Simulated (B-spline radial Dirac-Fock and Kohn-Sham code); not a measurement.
3p3/2 photoionisation of Ti³⁺ near threshold

System: Ti³⁺, [Ar] 3d1. The computed 3p3/2 threshold is 79.25 eV; without correlation, outer thresholds are uncertain by 1 to 2 eV. With an open shell the threshold is an average over the terms of the final ion.

Level of theory: a relativistic central-field model (Hartree-Slater potential of the initial state, Latter tail, multipole expansion of the photon field, Dirac-Fock thresholds); an atomic code on a B-spline grid. Interchannel coupling and autoionising resonances are not included, so magnitudes near threshold are approximate.

Task: How do σ and β run from threshold to 400 eV kinetic energy?

Result: The cross section shows no minimum in this range. Its largest value, 0.948 Mb, lies 27 eV above threshold, delayed by the centrifugal barrier of the l+1 channel. β ranges from -0.35 (at 1.5 eV) to 1.63.

| kinetic energy (eV) | σ (Mb) | β |
| --- | --- | --- |
| 1.5 | 0.858 | -0.35 |
| 2.3 | 0.864 | -0.28 |
| 3.7 | 0.874 | -0.17 |
| 5.7 | 0.887 | -0.03 |
| 9.0 | 0.905 | 0.15 |
| 14.0 | 0.926 | 0.37 |
| 21.9 | 0.945 | 0.63 |
| 34.2 | 0.943 | 0.90 |
| 53.5 | 0.891 | 1.16 |
| 83.7 | 0.755 | 1.38 |
| 130.9 | 0.550 | 1.53 |
| 204.6 | 0.340 | 1.60 |
| 319.9 | 0.181 | 1.63 |
